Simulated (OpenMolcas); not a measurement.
Levels of W I by method

```json
{"Program": "OpenMolcas", "Basis": "ANO-RCC-VTZP [8s7p5d3f2g1h]", "Scalar Hamiltonian": "DKH2, point nucleus", "Active space": "6 electrons in 11 orbitals (5d 6s 6d)", "State averaging": "2S+1 = 5 even, 23 roots (14 in the spin-orbit step); 2S+1 = 7 even, 1 root kept (CI in the orbitals of an earlier block); 2S+1 = 3 even, 5 roots kept (CI in the orbitals of an earlier block); 2S+1 = 1 even, 1 root kept (CI in the orbitals of an earlier block, 0 in the spin-orbit step)", "Spin-orbit coupling": "RASSI with atomic mean-field integrals over the reference wave functions, term energies averaged over their components"}
```

Methods on the same reference wave functions:
A. CASSCF
B. SS-CASPT2, IPEA 0.25 Eh, imaginary shift 0.1 Eh (closed shells correlated: 5s 5p)

Energies in cm⁻¹ above 5d⁴ 6s² ⁵D₀, the measured ground level; measured values from NIST Handbook of Basic Atomic Spectroscopic Data.

```csv
Level,A,B,Measured
5d⁵ 6s ⁷S₃,-5758,-557,2951
5d⁴ 6s² ⁵D₀,0.0,0.0,0.0
5d⁴ 6s² ⁵D₁,437,437,1670
5d⁴ 6s² ⁵D₂,1347,1346,3326
5d⁴ 6s² ⁵D₃,2824,2820,4830
5d⁴ 6s² ⁵D₄,5113,5110,6219
```

A puts 5d⁵ 6s ⁷S₃ lowest. B puts 5d⁵ 6s ⁷S₃ lowest.

Deviations, from unrounded energies. A percentage is the sum of absolute deviations over the sum of measured energies, with the sign that they share, or ± where signs differ.

| Against measurement | Levels | A | B |
| --- | --- | --- | --- |
| mean absolute deviation (cm-1) | 5 | 3000 | 2000 |
| fine structure of the ground term (%) | 4 | -39.4 | -39.4 |
| other configurations (%) | 1 | -295.1 | -118.9 |

B lies closest to measurement on these levels. The largest miss of B in the table is 5d⁵ 6s ⁷S₃, by -3500 cm-1. The ranking rests on the paired levels alone, and a cruder setting can come out closer through cancelling errors.

The lowest spin-free term lies below A's lowest term by 0.321 hartree in B.

Some high roots are left out of the spin-orbit mixing, which shifts the levels that they would mix with. Terms from blocks run as CI alone lack orbitals of their own. The lowest computed level is not the ground level that NIST lists (5D0). Active for correlation alone: 6d; no level in the range computed is led by a configuration that fills it, so any true level of that kind is missing. Without dynamic correlation excited terms often stand tens of per cent too high (terms of higher spin than the ground term too low), and those without a measured partner can miss by more than the paired ones (holds for A). Computed and measured levels are paired by configuration, term and J; levels that our copy of the source lacks, or whose pairing is in doubt (as where it misses far off the trend of its configuration), stay unpaired and out of the deviations. Levels of configurations outside the active space are missing. The table leaves out levels that lie high or whose names do not pair safely across all columns.
